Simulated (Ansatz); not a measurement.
Mulliken charges of ClFGeI (`[F][Ge]([Cl])[I]`) radical from PBE/def2-TZVPP in Ansatz (PBE0-D4/def2-TZVP geometry).

```json
{"atom": "F1", "x (Å)": "-1.695", "y (Å)": "-0.205", "z (Å)": "0.124", "charge (e)": "-0.297"}
{"atom": "Ge2", "x (Å)": "-0.125", "y (Å)": "0.532", "z (Å)": "0.132", "charge (e)": "0.662"}
{"atom": "Cl3", "x (Å)": "0.890", "y (Å)": "-0.377", "z (Å)": "1.795", "charge (e)": "-0.227"}
{"atom": "I4", "x (Å)": "0.985", "y (Å)": "-0.010", "z (Å)": "-2.071", "charge (e)": "-0.138"}
```

Question: By hand: the dipole of these point charges (1 e Å = 4.8032 D).

Answer: Σ q r = (0.083, 0.500, -0.071) e Å, of length 0.512 e Å = 2.46 D.

Question: How does the dipole of the full density compare? (Estimate.)

Answer: Computed: (0.165, 0.231, -0.130) e Å, 1.50 D; the point charges give 1.64 times that, at 30° from its direction.

Point charges leave out the atoms' own dipoles, such as those of lone pairs, and Mulliken's split depends on the basis, so the two needn't agree.
